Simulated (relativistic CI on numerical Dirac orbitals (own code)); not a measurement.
**Sensitivity of the levels of Ta24+ to α and to the nuclear radius**

These numbers are calculated, not measured: Dirac-Coulomb-Breit CI, separate exchange-only KLI orbitals for each configuration, derivatives by finite differences, unscaled Slater integrals, QED left out (own radial code, finite nucleus).

Configuration list (outside the closed core [Kr] 4d10): 4f3, 4f2.5s, 4f.5s2, 4f2.5p, 4f.5s.5p, 4f.5p2, 4f2.5d, 4f.5s.5d. Levels of other configurations are missing.

With x = (α/α₀)² − 1 an excitation energy changes as ω = ω₀ + qx; K = 2q/ω₀ is the relative enhancement. Terms are leading LS components, so labels can repeat. The field-shift factor is F = δν/δ⟨r²⟩ for the transition from the lowest level.

Lowest level 4f3 4I°_9/2.

```
       Level  ω₀ (cm⁻¹)  q (cm⁻¹)  F (GHz/fm²)
4f3 4I°_11/2    17390.3     19290        0.798
4f3 4I°_13/2    32759.6     32360         1.37
 4f3 4F°_3/2    38014.4      2428        0.402
 4f3 2H°_9/2    43755.7     14680        0.872
4f3 4I°_15/2    46428.3     41180         1.79
 4f3 4F°_5/2    49652.2     16250         0.97
 4f3 4S°_3/2    54083.2     20040         1.13
 4f3 4F°_7/2    54709.7     20310         1.15
 4f3 4G°_5/2    58957.8     10240        0.852
 4f3 4G°_7/2    66265.0     23940         1.37
 4f3 4F°_9/2    67534.3     37010         1.82
4f3 2H°_11/2    69231.2     35830          1.8
4f3 2K°_13/2    69597.2     25840         1.48
```

At this charge energies of transitions that change n are usually good to better than 1 %, and those within a shell (Δn = 0) to a few per cent. Terms inside the open d or f shell come out 10 to 20 % too wide with unscaled integrals.

Which transition from the lowest level has the largest |K|?

4f3 4I°_11/2 at 17390.3 cm⁻¹, K = 2.22.
